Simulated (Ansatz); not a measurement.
Computed with Ansatz on PBE0-D4/def2-TZVP structures; ΔE is electronic, products minus reactants. CCSD(T)/CBS adds triple-zeta CCSD(T) − MP2 to the extrapolated MP2 energy (def2 sets, frozen cores). This one scheme is used for every species. Functionals use def2-TZVPP. B3LYP here is the variant with VWN-RPA as its local correlation; programs differ in this. HSE06 is defined as in plane-wave codes. One conformer a species, not always the lowest.

Consider the hydrogenolysis of a C–C bond: `FC(F)C(F)C(F)(F)C(F)F` + H₂ → `FCC(F)F` + `FC(F)C(F)F`.

`FC(F)C(F)C(F)(F)C(F)F`:

Z-matrix (Å, degrees):
```
C
F 1 1.357
C 1 1.520 2 109.5
F 1 1.345 2 107.9 3 -118.2
H 1 1.093 2 109.1 3 123.6
F 3 1.366 1 106.9 2 178.1
C 3 1.530 1 114.0 2 59.1
H 3 1.094 1 109.5 2 -63.6
F 7 1.355 3 109.7 1 50.3
F 7 1.343 3 107.9 1 167.7
C 7 1.537 3 115.2 1 -71.0
F 11 1.350 7 108.8 3 -51.5
F 11 1.342 7 108.5 3 -169.5
H 11 1.091 7 112.1 3 69.7
```

H₂:

Cartesian coordinates in Å:
```
H 0.098 0.317 0.170
H -0.098 -0.317 -0.170
```

`FCC(F)F`:

Cartesian coordinates in Å:
```
F -0.538 -1.170 -1.223
C -0.226 -0.738 0.041
C 0.164 0.718 -0.014
F 1.338 0.867 -0.667
F 0.335 1.160 1.257
H 0.611 -1.325 0.429
H -1.100 -0.856 0.686
H -0.584 1.344 -0.510
```

`FC(F)C(F)F`:

```xyz
8

F     0.714   -0.446   -1.537
C    -0.086    0.263   -0.712
F     0.329    1.541   -0.704
C     0.011   -0.331    0.688
F    -0.902    0.275    1.477
F     1.233   -0.115    1.201
H    -1.114    0.222   -1.087
H    -0.186   -1.408    0.673
```

```
             level  ΔE (kcal/mol)  difference from CCSD(T)/CBS
       LDA (SPW92)           -9.2                          3.9
            PBE-D4          -13.1                          0.0
         revPBE-D4          -12.2                          0.9
           BLYP-D4          -13.6                         -0.5
         r2SCAN-D4          -11.6                          1.5
            B97M-V          -12.5                          0.6
           PBE0-D4          -14.0                         -0.9
          B3LYP-D4          -14.5                         -1.4
        r2SCANh-D4          -12.1                          1.0
        r2SCAN0-D4          -12.9                          0.2
          HSE06-D4          -14.2                         -1.1
          BHLYP-D4          -15.4                         -2.3
      CAM-B3LYP-D4          -14.0                         -0.9
           ωB97M-V          -12.1                          1.0
            B2PLYP          -16.0                         -2.9
          PBE-QIDH          -14.7                         -1.6
               PBE          -15.5                         -2.4
            revPBE          -18.4                         -5.3
              BLYP          -18.6                         -5.5
            r2SCAN          -12.4                          0.7
              PBE0          -16.2                         -3.1
             B3LYP          -18.3                         -5.2
             HSE06          -16.2                         -3.1
             BHLYP          -18.2                         -5.1
         CAM-B3LYP          -16.2                         -3.1
           LC-ωPBE          -15.7                         -2.6
RPA@PBE/def2-TZVPP          -12.3                          0.8
       HF/def2-SVP          -19.5                         -6.4
      MP2/def2-SVP           -9.5                          3.6
     CCSD/def2-SVP          -11.5                          1.6
  CCSD(T)/def2-SVP           -9.8                          3.3
     HF/def2-TZVPP          -21.5                         -8.4
    MP2/def2-TZVPP          -12.8                          0.3
SCS-MP2/def2-TZVPP          -14.5                         -1.4
CCSD(T)/def2-TZVPP          -12.9                          0.2
     HF/def2-QZVPP          -21.7                         -8.6
    MP2/def2-QZVPP          -13.0                          0.1
SCS-MP2/def2-QZVPP          -14.8                         -1.7
     MP2/CBS(def2)          -13.1                          0.0
    CCSD/CBS(def2)          -14.9                         -1.8
       CCSD(T)/CBS          -13.1                            0
```

(1) What do rigid-rotor, harmonic-oscillator terms from PBE0-D4/def2-TZVP frequencies (298.15 K, 1 bar) make of the CCSD(T)/CBS value? (Best estimate.)

Largest T1 diagnostic among the species: 0.012.

## Answers

(1) The calculation gave: ΔZPE = +6.4 kcal/mol, ΔH = -8.2 kcal/mol, ΔS = 58 J/(mol·K), ΔG = -12.3 kcal/mol. Modes under 50 cm⁻¹ make the entropy rough.

The D4 term adds +3.8 kcal/mol with B3LYP and +2.2 kcal/mol with PBE0; it sums over pairs of atoms, weighted by their polarisabilities, and B3LYP, whose exchange is more repulsive, gets the larger term. Leaving LDA and LC-ωPBE aside and taking each functional with its dispersion term where it has one, the values spread over 4.5 kcal/mol, from B2PLYP to r2SCAN-D4. LDA lies +6.3 kcal/mol from PBE without D4.
